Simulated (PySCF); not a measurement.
A structure optimised at PBE-D3(BJ)/def2-SVP, used in a PySCF frequency run:

```xyz
9

Mo     0.0000     0.0000    -0.0263
N      0.2841     1.4182    -1.0030
H      0.3854     1.9482    -1.8756
N     -0.2841    -1.4182    -1.0030
H     -0.3854    -1.9482    -1.8756
O     -1.5490     0.3559     1.0304
H     -2.1532    -0.3898     1.2048
O      1.5490    -0.3559     1.0304
H      2.1532     0.3898     1.2048
```
Charge 0, spin multiplicity 1.

Write its SMILES, formula and point group.

[NH]=[Mo](=[NH])([OH])[OH], H4MoN2O2, C2

What are its rotational constants (standard atomic weights)?

3.6069, 3.2182, 3.1313 GHz
